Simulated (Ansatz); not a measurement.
FeO3(NH) (FeNO3H). The state is a singlet with charge 0. Geometry PBE-D4/def2-SVP.

Cartesian coordinates in Å:
```
Fe 0.384 -0.027 -0.138
O 0.589 -1.552 0.284
O 1.016 0.279 -1.554
O 1.017 0.893 1.003
N -1.252 0.292 -0.248
H -1.755 0.116 0.652
```

At HF/def2-TZVP the restricted singlet is unstable: a solution with broken spin symmetry lies lower. The restricted singlet is unstable towards broken spin symmetry in Hartree–Fock (as tested in another run); at PBE-D4/def2-TZVPD, r2SCAN-D4/def2-TZVPD, B97M-V/def2-TZVP, BHLYP-D4/def2-TZVP this wasn't settled. At PBE0-D4/def2-TZVP a triplet of charge 0 lies 0.58 eV below the restricted singlet at the same geometry.

(1) Estimate the orbital energies around the gap (eV) in Ansatz with HF/def2-TZVP, PBE-D4/def2-TZVPD, r2SCAN-D4/def2-TZVPD, B97M-V/def2-TZVP, BHLYP-D4/def2-TZVP.

Results:

(1) 
```
orbital  HF/def2-TZVP  PBE-D4/def2-TZVPD  r2SCAN-D4/def2-TZVPD  B97M-V/def2-TZVP  BHLYP-D4/def2-TZVP
 HOMO−9        -18.74             -12.44                -12.89            -12.89              -16.06
 HOMO−8        -18.19             -12.10                -12.55            -12.55              -16.01
 HOMO−7        -17.43             -12.01                -12.45            -12.43              -15.76
 HOMO−6        -16.70             -10.95                -11.35            -11.38              -14.26
 HOMO−5        -16.02              -9.92                -10.28            -10.28              -12.70
 HOMO−4        -15.83              -9.43                 -9.77             -9.77              -12.40
 HOMO−3        -15.37              -9.34                 -9.69             -9.70              -12.32
 HOMO−2        -12.37              -8.33                 -8.69             -8.75              -11.41
 HOMO−1        -11.99              -8.15                 -8.48             -8.49              -10.80
   HOMO        -11.58              -7.55                 -7.83             -7.82              -10.05
   LUMO         -3.05              -6.66                 -6.86             -6.86               -5.38
 LUMO+1         -2.20              -6.22                 -6.42             -6.42               -5.37
 LUMO+2          1.70              -4.92                 -4.99             -4.94               -3.19
 LUMO+3          2.19              -4.62                 -4.69             -4.63               -2.91
 LUMO+4          3.17              -4.52                 -4.59             -4.55               -2.86
 LUMO+5          3.54              -0.68                  0.01             -0.09                0.77
```
